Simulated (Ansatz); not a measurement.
One geometry of Zn₃O₃, several levels of theory.

```yaml
crystal:
  periodic: [false, false, false]
  atoms:
    - {symbol: Zn, position_ang: [-1.502362, -0.050075, -0.052209]}
    - {symbol: Zn, position_ang: [0.793835, -1.276692, 0.046950]}
    - {symbol: Zn, position_ang: [0.708517, 1.326766, 0.005480]}
    - {symbol: O, position_ang: [-0.945999, -1.771523, -0.007248]}
    - {symbol: O, position_ang: [2.005970, 0.066858, 0.069556]}
    - {symbol: O, position_ang: [-1.059950, 1.704655, -0.062538]}
basis:
  gaussian: {orbitals: def2-TZVP, initial_orbitals: start.molden}
hamiltonian: {xc: hf}
scf: {omitted_lower_state_checks: [starts]}
output: {orbitals: {seedname: orbitals}}
```

The file start.molden holds the orbitals of an earlier run on this structure, at another level or in another basis.

```sh
$ ansatz run in.yaml --threads 4 --pin off --events-out ev --progress --plain --max-ram 4787MiB
```

It prints (some lines left out):

```
Functional definition: HF
2493 factors; their error is unknown
mean field evaluation 1: about -151239.8802 eV, gradient 4.5e1 eV
mean field evaluation 2: about -151242.1848 eV, gradient 2.8e0 eV
mean field evaluation 4: about -151243.3614 eV, gradient 5.7e-1 eV
mean field -151243.36159130 eV, -5558.0910220476 hartree, gradient 1.6e-5 eV, S^2 0.000000; 0 other end points of the search recorded, 0 dependent functions left out
reference -151243.36159130 eV, -5558.0910220476 hartree; 57, 57 occupied and 180, 180 virtual orbitals, 2493 factors
Total energy: -151243.36159130 eV, -5558.0910220476 hartree
Checks for a lower state left out: starts
```

Hardware: 4 threads of Arm Neoverse V2 on a shared host. Wall time 4.9 s, peak host memory 1.2 GiB.

First input, but with `hamiltonian: {xc: pbe, dispersion: d4}`, `output: {forces: true, orbitals: {seedname: orbitals}}` (abridged; 4 s):

```
Functional definition: PBE
mean field -151376.63105717 eV, -5562.9885845850 hartree, gradient 7.8e-6 eV, S^2 0.000000
Total energy: -151376.84095670 eV, -5562.9962982508 hartree
Atom 0 force    -0.271848    -0.009161    -0.009551 eV/Å
Atom 1 force     0.144049    -0.230928     0.008106 eV/Å
Atom 2 force     0.128059     0.240220     0.000662 eV/Å
Atom 3 force    -0.320075    -0.598428    -0.002211 eV/Å
Atom 4 force     0.677984     0.022444     0.023929 eV/Å
Atom 5 force    -0.358170     0.575854    -0.020935 eV/Å
Dipole moment:    -0.000025     0.000004     0.000209 e Å
Checks for a lower state left out: starts
```

The first input with `gaussian: {orbitals: def2-TZVPD, initial_orbitals: start.molden}`, `hamiltonian: {xc: pbe, dispersion: d4}` (abridged; 4.5 s):

```
Functional definition: PBE
mean field -151376.74182916 eV, -5562.9926553807 hartree, gradient 2.6e-5 eV, S^2 0.000000
Total energy: -151376.95173462 eV, -5563.0003692641 hartree
Checks for a lower state left out: starts
```

First input, but with `gaussian: {orbitals: def2-TZVPD, initial_orbitals: start.molden}`, `hamiltonian: {xc: pbe0, dispersion: d4}` (abridged; 9 s):

```
Functional definition: PBE0
mean field -151377.40465559 eV, -5563.0170138028 hartree, gradient 9.9e-6 eV, S^2 0.000000
Total energy: -151377.58313951 eV, -5563.0235729658 hartree
Checks for a lower state left out: starts
```

The first input with `gaussian: {orbitals: def2-SVP, initial_orbitals: start.molden}`, `hamiltonian: {xc: pbe0, dispersion: d4}` (abridged; 2.5 s):

```
Functional definition: PBE0
mean field -151348.63075522 eV, -5561.9595924679 hartree, gradient 1.2e-5 eV, S^2 0.000000
Total energy: -151348.80924321 eV, -5561.9661517804 hartree
Checks for a lower state left out: starts
```

As the first input, with `correlation: {method: mp2, frozen_orbitals: {O: 1, Zn: 9}}` and without the key `hamiltonian` (abridged; 6.5 s):

```
Functional definition: HF
mean field -151243.36319363 eV, -5558.0910809323 hartree, gradient 1.2e-6 eV, S^2 0.000000
30 core orbitals not correlated: weight in the atoms' cores, before any rotation towards them, 1.000 or more for the frozen orbitals, at most 0.000 for the correlated occupied ones
second order -54.93736244 eV of doubles, -0.00000000 eV of singles
Total energy: -151298.30055607 eV, -5560.1099917639 hartree
Checks for a lower state left out: starts
```

As the first input, with `gaussian: {orbitals: def2-SVP, initial_orbitals: start.molden}`, `correlation: {method: ccsd_t, frozen_orbitals: {O: 1, Zn: 9}}` and without the key `hamiltonian` (abridged; 21 s):

```
Functional definition: HF
mean field -151215.46376973 eV, -5557.0657960147 hartree, gradient 2.1e-6 eV, S^2 0.000000
30 core orbitals not correlated: weight in the atoms' cores, before any rotation towards them, 1.000 or more for the frozen orbitals, at most 0.000 for the correlated occupied ones
second order -40.68255459 eV of doubles, -0.00000000 eV of singles
cycle   1  -36.83664390 eV  change     3.8e0 eV  update   2.3e-1
cycle   2  -38.26809642 eV  change    -1.4e0 eV  update   8.5e-2
cycle   3  -38.52674942 eV  change   -2.6e-1 eV  update   3.7e-2
cycle   4  -38.47871189 eV  change    4.8e-2 eV  update   1.1e-2
cycle   5  -38.46299089 eV  change    1.6e-2 eV  update   3.8e-3
cycle   6  -38.46394392 eV  change   -9.5e-4 eV  update   1.6e-3
cycle   7  -38.46452629 eV  change   -5.8e-4 eV  update   4.8e-4
cycle   8  -38.46418877 eV  change    3.4e-4 eV  update   2.1e-4
cycle   9  -38.46410381 eV  change    8.5e-5 eV  update   7.3e-5
cycle  10  -38.46417757 eV  change   -7.4e-5 eV  update   3.5e-5
cycle  11  -38.46411519 eV  change    6.2e-5 eV  update   1.6e-5
perturbative correction -1.22891049 eV, -0.0451616276 hartree
Total energy: -151255.15679541 eV, -5558.5244878038 hartree
Checks for a lower state left out: starts
```

Geometry: r2SCAN-D4/def2-SVP.

Correlated methods freeze 30 core orbitals. At CCSD(T)/def2-SVP T1 of the charge 0 singlet is large (up to 0.021), so the single-reference result is doubtful. The structure comes from a short search, and lower isomers may exist.
